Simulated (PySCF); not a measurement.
CH₆BClSi, SMILES B[SiH2]CCl, singlet (CAM-B3LYP/def2-SVP optimised geometry):

```
10

B      1.078     0.924     1.322
Si     0.626    -0.528     0.000
C     -1.275    -0.528     0.000
Cl    -1.769     1.215     0.000
H      1.769     1.875     1.062
H      0.638     0.842     2.442
H      1.095    -0.281    -1.393
H      1.126    -1.875     0.417
H     -1.741    -1.005    -0.872
H     -1.691    -0.980     0.910
```

Level of theory: CAM-B3LYP/def2-TZVP (PySCF).

Task: What are the frontier orbital energies and the dipole moment?

Result: HOMO-2 -10.13 eV, HOMO-1 -9.77 eV, HOMO -9.59 eV, LUMO -1.15 eV, LUMO+1 1.07 eV; dipole moment 1.54 D.

Meta-Löwdin charges at CAM-B3LYP/def2-TZVP: B1 -0.17, Si2 0.54, C3 -0.39, Cl4 -0.12, H5 0.03, H6 0.03, H7 -0.10, H8 -0.10, H9 0.14, H10 0.14.
